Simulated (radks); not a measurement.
I XXX, 24 electrons, occupied as [Ar] 3d6. Method: non-relativistic Kohn-Sham, LB94 model potential, spin-polarised, spherical densities, point nucleus; open shells are filled with parallel spins first (spin-orbit coupling, left out, can overturn this in heavy ions); relativity is left out, which matters for an element this heavy; computed with a radial shooting solver on a logarithmic mesh with Libxc functionals.

Radial electron density D(r) = 4 pi r^2 rho(r):

```
   r/bohr * D(r) (the largest magnitude, 84.6, reaches the edge; | marks zero)
  0.00282 |    *
 0.003585 |       *
 0.004557 |          *
 0.005793 |               *
 0.007423 |                     *
 0.009437 |                           *
    0.012 |                                  *
  0.01525 |                                       *
  0.01939 |                                          *
  0.02484 |                                          *
  0.03158 |                                       *
  0.04015 |                                     *
  0.05104 |                                        *
  0.06489 |                                                *
  0.08315 |                                                      *
   0.1057 |                                                  *
   0.1344 |                                       *
   0.1708 |                                *
   0.2172 |                                  *
   0.2761 |                                   *
   0.3538 |                       *
   0.4497 |         *
   0.5717 | *
   0.7268 *
   0.9239 *
```

D(r) has 3 maxima, at r = 0.0210, 0.0859, 0.251 bohr, and minima at 0.0395, 0.178 bohr, inside which lie 2.02, 11.38 electrons.
